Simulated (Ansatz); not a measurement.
Stepwise reaction of `[OH][Al]([OH])[F]` with hydrogen fluoride, as a gas-phase model of exchange steps in deposition or etching. ΔE in kJ/mol.

Computed with Ansatz on PBE0-D4/def2-TZVP structures; ΔE is electronic, products minus reactants. CCSD(T)/CBS is the MP2 limit (def2-TZVPP, def2-QZVPP) plus CCSD(T) − MP2 in def2-TZVPP, frozen cores. This one scheme is used for every species. DFT in def2-TZVPP. B3LYP here is the variant with VWN-RPA as its local correlation; programs differ in this. Each species was taken in one conformer, which may not be the lowest.

```
step                                            reaction  PBE-D4  B3LYP-D4  ωB97M-V  CCSD(T)/CBS
   2  `[OH][Al]([F])[F]` + H–F → `[F][Al]([F])[F]` + H₂O   -38.8     -40.1    -40.1        -42.1
```

Question: Give the row of step 1, `[OH][Al]([OH])[F]` + H–F → `[OH][Al]([F])[F]` + H₂O. (Estimate.)

Answer: Ansatz gave: 
```tsv
step	reaction	PBE-D4	B3LYP-D4	ωB97M-V	CCSD(T)/CBS
1	`[OH][Al]([OH])[F]` + H–F → `[OH][Al]([F])[F]` + H₂O	-43.0	-44.7	-44.4	-46.0
```

Question: By hand: ΔE of the 2 steps together at CCSD(T)/CBS.

Answer: (-46.0) + (-42.1) = -88.1 kJ/mol, or -44.0 kJ/mol a step.

In ΔE the steps differ by no more than 3.9 kJ/mol. All are downhill at CCSD(T)/CBS. PBE-D4 differs from CCSD(T)/CBS by 3.0 to 3.3 kJ/mol a step. Isolated molecules leave out the surface, adducts and barriers. Largest T1 diagnostic: 0.013.
